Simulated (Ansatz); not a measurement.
Species: 3,3-dichlorosiletane, C3H6Cl2Si (charge 0, singlet). 
Structure (B3LYP-D3(BJ)/def2-TZVP (Ansatz, a program for electronic structure) minimum search):
```xyz
12

Cl    -0.1948     0.8677    -1.5574
C     -0.3034     0.0455     0.0547
Cl    -2.0123     0.1581     0.6352
C      0.7338     0.6708     1.0076
Si     1.9209    -0.7079     0.4516
C      0.2282    -1.3947    -0.0800
H      0.4251     0.4996     2.0400
H      0.9158     1.7295     0.8566
H      2.6324    -1.4447     1.5202
H      2.8572    -0.3641    -0.6368
H     -0.1892    -2.0098     0.7187
H      0.0354    -1.8672    -1.0371
```

Parts of the frozen-core correlation energy in 6-31G* (Ansatz, hartree). Frozen orbitals: 18; correlated occupied orbitals by spin: 18 and 18; virtual: 78 and 78. No spin-orbit coupling. No relativistic terms.

| term | value |
|---|---|
| reference (HF) | -1324.94892 |
| MP2 opposite-spin | ? |
| MP2 same-spin | ? |
| CCSD correlation | ? |
| (T) | -0.02711 |
| T1 diagnostic | 0.010 |
| largest doubles amplitude | 0.020 |

Some entries are withheld; supply them.


- MP2 opposite-spin, value: -0.55000
- MP2 same-spin, value: -0.18718
- CCSD correlation, value: -0.79773
